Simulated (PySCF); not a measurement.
PySCF 2.14 output of an unrestricted B3LYP calculation on a single atom or ion in aug-cc-pVTZ-DK (8s7p5d3f2g, 93 functions), with the spin-free X2C one-electron Hamiltonian (Gaussian nucleus):

```
SCF conv_tol = 1e-09
number electrons alpha = 15  beta = 10
    P. J. Stephens, F. J. Devlin, C. F. Chabalowski, and M. J. Frisch.,  J. Phys. Chem. 98, 11623 (1994)
cycle= 1 E= -1272.36326966892  delta_E= -0.0132  |g|= 0.0684  |ddm|= 0.99
cycle= 2 E= -1272.36252759597  delta_E= 0.000742  |g|= 0.0994  |ddm|= 0.205
cycle= 3 E= -1272.36430672339  delta_E= -0.00178  |g|= 0.00236  |ddm|= 0.129
cycle= 4 E= -1272.36430867687  delta_E= -1.95e-06  |g|= 0.000618  |ddm|= 0.00463
cycle= 5 E= -1272.36430878226  delta_E= -1.05e-07  |g|= 2.55e-05  |ddm|= 0.00152
cycle= 6 E= -1272.36430878259  delta_E= -3.28e-10  |g|= 5.62e-06  |ddm|= 9.17e-05
converged SCF energy = -1272.36430878259  <S^2> = 8.7516891  2S+1 = 6.000563
```

The run itself started from symmetry-adapted Hartree-Fock orbitals and held the occupation by maximum overlap, on a logarithmic radial grid, so the iterations belong to that start.

Q: Which element, charge and spin multiplicity is this?

A: Fe⁺ (iron, charge +1), multiplicity 6; the state was [Ar] 3d6 4s1, high-spin 6D determinant.
